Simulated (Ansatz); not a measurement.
Reaction (formal loss of a carbene): `C[Si](F)(F)[SiH3]` → `[CH2]` (triplet) + `F[SiH](F)[SiH3]`

Calculated with Ansatz (gas phase, PBE0-D4/def2-TZVP geometries, no zero-point term in ΔE). CCSD(T)/CBS is the MP2 limit (def2-TZVPP, def2-QZVPP) plus CCSD(T) − MP2 in def2-TZVPP, frozen cores. This one scheme is used for every species. DFT in def2-TZVPP. Triplets are unrestricted, without spin–orbit coupling.

Is it downhill or uphill in electronic energy at CCSD(T)/CBS, and by how much? (Best estimate.)

The calculation gave: Uphill: ΔE = +117.7 kcal/mol.

What do these levels give: revPBE-D4, ωB97M-V, BLYP, r2SCAN0, HF/def2-SVP, CCSD(T)/def2-TZVPP? (Estimate.)

Computed: revPBE-D4 116.3, ωB97M-V 119.0, BLYP 112.3, r2SCAN0 111.9, HF/def2-SVP 82.5, CCSD(T)/def2-TZVPP 114.8 kcal/mol.

Largest T1 diagnostic among the species: 0.013.

Leaving LDA and LC-ωPBE aside and taking each functional with its dispersion term where it has one, the values, not all of them listed here, spread over 7.7 kcal/mol, from r2SCAN0-D4 to ωB97X-V. LDA lies +17.6 kcal/mol from PBE without D4. From r2SCAN to r2SCAN0 (25 % exact exchange), in def2-TZVPP and without D4, ΔE moves by −1.1 kcal/mol.
